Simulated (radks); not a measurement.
Results of a calculation; reference values are marked as such.
Valence configurations of Hf3+ (all share [Xe]). Level of theory: scalar-relativistic Kohn-Sham, r2SCAN, spin-polarised, spherical densities, finite nucleus; open shells are filled with parallel spins first (spin-orbit coupling, left out, can overturn this in heavy ions); meta-GGA in the generalised Kohn-Sham scheme; Fermi nuclear charge, rms radius 5.347 fm (a radial shooting solver on a logarithmic mesh with Libxc functionals). Energies are relative to 4f14 5d1; eigenvalues in eV for spin up.

[
 {"valence": "4f14 5d1", "E (eV)": "0.000", "moment (Bohr magnetons)": "1", "e(4f)": "-44.308", "e(5d)": "-27.257", "e(6p)": "-", "e(6s)": "-"},
 {"valence": "4f14 6s1", "E (eV)": "1.636", "moment (Bohr magnetons)": "1", "e(4f)": "-47.698", "e(5d)": "-", "e(6p)": "-", "e(6s)": "-27.929"},
 {"valence": "4f14 6p1", "E (eV)": "8.568", "moment (Bohr magnetons)": "1", "e(4f)": "-49.083", "e(5d)": "-", "e(6p)": "-21.514", "e(6s)": "-"},
 {"valence": "4f12 6s2 6p1", "E (eV)": "70.296", "moment (Bohr magnetons)": "3", "e(4f)": "-76.006", "e(5d)": "-", "e(6p)": "-25.009", "e(6s)": "-33.306"},
 {"valence": "4f11 5d1 6s2 6p1", "E (eV)": "107.21", "moment (Bohr magnetons)": "5", "e(4f)": "-86.706", "e(5d)": "-42.423", "e(6p)": "-25.560", "e(6s)": "-34.321"},
 {"valence": "4f12 5d0.5 6s1.5 6p1", "E (eV)": "66.399", "moment (Bohr magnetons)": "4", "e(4f)": "-74.041", "e(5d)": "-38.653", "e(6p)": "-24.706", "e(6s)": "-32.993"},
 {"valence": "4f13 5d1 6s1", "E (eV)": "22.539", "moment (Bohr magnetons)": "3", "e(4f)": "-57.044", "e(5d)": "-32.037", "e(6p)": "-", "e(6s)": "-29.140"},
 {"valence": "4f14 6s0.5 6p0.5", "E (eV)": "5.180", "moment (Bohr magnetons)": "1", "e(4f)": "-48.398", "e(5d)": "-", "e(6p)": "-21.187", "e(6s)": "-28.088"},
 {"valence": "4f13 5d2", "E (eV)": "19.528", "moment (Bohr magnetons)": "3", "e(4f)": "-53.425", "e(5d)": "-29.785", "e(6p)": "-", "e(6s)": "-"},
 {"valence": "4f13 5d1 6p1", "E (eV)": "29.984", "moment (Bohr magnetons)": "3", "e(4f)": "-58.408", "e(5d)": "-32.950", "e(6p)": "-22.214", "e(6s)": "-"}
]

NIST lists [Xe] 4f14 5d1 as the ground configuration; this level of theory agrees among the configurations tried. The energies are those of spherical high-spin densities, not of single terms.
